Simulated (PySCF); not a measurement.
Electron correlation in Mo+ (molybdenum, charge +1)

[Kr] 4d4 5p1, one real determinant (an excited configuration). Computed with PySCF 2.14 in aug-cc-pVTZ-DK (9s8p6d3f2g, 102 functions), with the spin-free X2C one-electron Hamiltonian (Gaussian nucleus). Frozen: [Kr]; 5 electrons correlated.

| level | correlation energy (mhartree) |
| --- | --- |
| CCSD | -54.20 |
| (T) | -1.13 |
| CCSD(T) | -55.33 |

Diagnostics: T1 = 0.010, D1 = 0.0307, largest double amplitude 0.053.

The real determinant used has ⟨L²⟩ near 8 against 12 for a pure F term, so it mixes terms.

Cost of the coupled-cluster step: about 16 core-seconds, for 5 correlated electrons.

The reference is one real determinant that mixes LS terms of this configuration.
